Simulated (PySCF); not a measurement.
Spectra and structures to be paired. Computed with TDDFT PBE0/def2-SVPD, vertical, gas phase, core orbitals frozen in the response in PySCF. Geometries: PBE0-D3(BJ)/def2-SVP; one conformer of each isolated species. Triplets are in the Tamm–Dancoff approximation. Relativistic effects are left out although some hold elements past zinc.

A. `[GeH3][O][C@@H]1CSBS1`
B. `[OH2]->[Ge](<-[OH2])([Cl])([Cl])([Cl])[Cl]`
C. `C1C(C1)BCl`

Lowest singlet levels (six at most, fewer where fewer were computed) with oscillator strengths:

1. 4.13 eV (f 0.000); 4.95 eV (f 0.031); 5.03 eV (f 0.027); 5.10 eV (f 0.008); 5.21 eV (f 0.000); 5.53 eV (f 0.000); T1 3.84 eV
2. 5.47 eV (f 0.000); 6.48 eV (f 0.205); 6.55 eV (f 0.002); 7.22 eV (f 0.001); 7.52 eV (f 0.050); 7.92 eV (f 0.005); T1 5.02 eV
3. 5.03 eV (f 0.089); 5.39 eV (f 0.011); 6.11 eV (f 0.006); 6.14 eV (f 0.011); 6.22 eV (f 0.006); 6.41 eV (f 0.026); T1 4.15 eV

Question: Match each spectrum to its molecule.

Answer: 1 = B, 2 = C, 3 = A.
- A: S1 at 5.03 eV, HOMO→LUMO (95%); Löwdin shares by element: HOMO sulfur 70%, boron 9%, carbon 6% or more; LUMO boron 41%, sulfur 39%, hydrogen 7% or more; HOMO -7.05 and LUMO -1.00 eV.
- B: S1 at 4.13 eV, HOMO→LUMO (99%); Löwdin shares by element: HOMO chlorine 100%; LUMO chlorine 47% or more, germanium 23% (atoms not listed hold the other 29%); HOMO -7.93 and LUMO -2.45 eV.
- C: S1 at 5.47 eV, HOMO→LUMO (98%); Löwdin shares by element: HOMO chlorine 40%, boron 17%, hydrogen 11% or more, carbon 11% or more (atoms not listed hold the other 21%); LUMO boron 48%, chlorine 18%, carbon 10% or more, hydrogen 9% or more; HOMO -8.37 and LUMO -1.22 eV; point group Cs, 1 of its 6 listed states under f = 0.0005.
